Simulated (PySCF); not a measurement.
## Frontier orbitals and the lowest excitations

Trifluoromethylgermane, CH3F3Ge.
Numbering: `[F:1][C:2]([F:3])([F:4])[GeH3:5]` (hydrogens: H6, H7, H8 on Ge5)

Structure used (PBE0-D3(BJ)/def2-SVP), in Å, numbered top down from 1:
```
atom  x, y, z in Å
F1     1.6045   -0.2207   -1.0704
C2     0.9775   -0.1077    0.1077
F3     1.5212    0.9341    0.7496
F4     1.2625   -1.2071    0.8177
Ge5   -0.9922    0.1139   -0.1215
H6    -1.2290    1.3869   -0.9412
H7    -1.5102   -1.1277   -0.8560
H8    -1.6078    0.2291    1.2775
```

The calculation used PySCF 2.14.0, density-fitted response routines, TDDFT CAM-B3LYP/def2-SVPD, vertical, gas phase, core orbitals frozen in the response. The CAM-B3LYP/def2-SVPD calculation is non-relativistic and has no spin–orbit coupling, an omission that weighs most on germanium.

Kohn–Sham orbitals with the atoms that hold most of them (Löwdin shares over 4%, at most four atoms; ? is withheld):

```tsv
orbital	ε (eV)	atoms
HOMO-3	-13.50	F1 34%, F4 33%, F3 33%
HOMO-2	-11.71	Ge5 42%, H6 32%, H7 11%, H8 8%
HOMO-1	-11.71	Ge5 42%, H8 26%, H7 23%
HOMO	-10.94	C2 24%, Ge5 24%, F3 14%, F4 14%
LUMO	0.71	?
LUMO+1	1.00	Ge5 44%, C2 13%, H6 12%, H8 12%
LUMO+2	1.71	Ge5 49%, H6 11%, H7 11%, H8 10%
```

**Question.** Which atoms hold the LUMO, and with what shares?

**Answer.** Ge5 (bonded to C and 3 H) 56%; H6 (bonded to Ge) 11%; H8 (bonded to Ge) 11%; H7 (bonded to Ge) 11%. By element: germanium 56%, hydrogen 32%.

Within 0.005 eV of a neighbour in this list lie HOMO-2/HOMO-1 (point group found: C3v); within a degenerate set the shares of single atoms can hang on how the components are chosen.

**Question.** How does S1 compare with the orbital gap of 11.65 eV?

**Answer.** S1 is at 8.72 eV (f = 0.0047), 2.93 eV below the gap, made of HOMO→LUMO (72%), HOMO→LUMO+1 (27%). 

Next come S2 at 8.98 eV (f 0.0009), HOMO-2/HOMO-1→LUMO+1 (≥70%), HOMO→LUMO+2 (22%); S3 at 8.98 eV (f 0.0010), HOMO-2/HOMO-1→LUMO+1 (≥71%), HOMO→LUMO+3 (20%); S4 at 9.28 eV (f 0.329), HOMO→LUMO+1 (62%), HOMO→LUMO (24%); S5 at 9.29 eV (f 0.015), HOMO→LUMO+2 (55%), HOMO-2/HOMO-1→LUMO+1 (≥19%), HOMO-2/HOMO-1→LUMO (≥11%).

Orbitals of the list HOMO-3 to LUMO+2 that lie within 0.01 eV of each other are written together with a slash and their weights summed (≥ marks a lower bound); for degenerate orbitals outside that list single weights are arbitrary.
